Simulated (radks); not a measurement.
Effect of the nuclear size on the terbium ion Tb2+, [Xe] 4f9. Method: Dirac Kohn-Sham, PBE, spin-unpolarised, spherical densities, finite nucleus; open shells fill j = l - 1/2 first; Fermi nuclear charge, rms radius 5.06 fm; computed with a radial shooting solver on a logarithmic mesh with Libxc functionals. The rms radius is varied about that value; shifts are against it.

rms radius (fm)  total energy shift (eV)  density at nucleus (e/bohr^3)  1s1/2 shift (meV)  2s1/2 shift (meV)  4p1/2 shift (meV)  5s1/2 shift (meV)  5p1/2 shift (meV)  4f7/2 shift (meV)  6s1/2 (empty) shift (meV)
4.4073                             -5.43                      7.121e+05              -2240               -291              0.178              -2.36              0.058              0.239                     -0.336
4.8121                             -2.13                      6.958e+05               -876               -114              0.070             -0.924              0.023              0.094                     -0.132
5.06                                   0                      6.867e+05              0.000              0.000              0.000              0.000              0.000              0.000                      0.000
5.2624                              1.80                      6.796e+05                739               96.2             -0.059              0.780             -0.019             -0.079                      0.111
5.8645                              7.45                      6.605e+05               3060                398             -0.242               3.23             -0.080             -0.328                      0.461

Slopes of the eigenvalues against <r^2> in GHz/fm^2, as finite differences over the two radii next to the reference (eigenvalue slopes, not the field-shift constants of lines): 1s1/2 86100, 2s1/2 11200, 4p1/2 -6.83, 5s1/2 90.8, 5p1/2 -2.24, 4f7/2 -9.21, 6s1/2 (empty) 13.0.
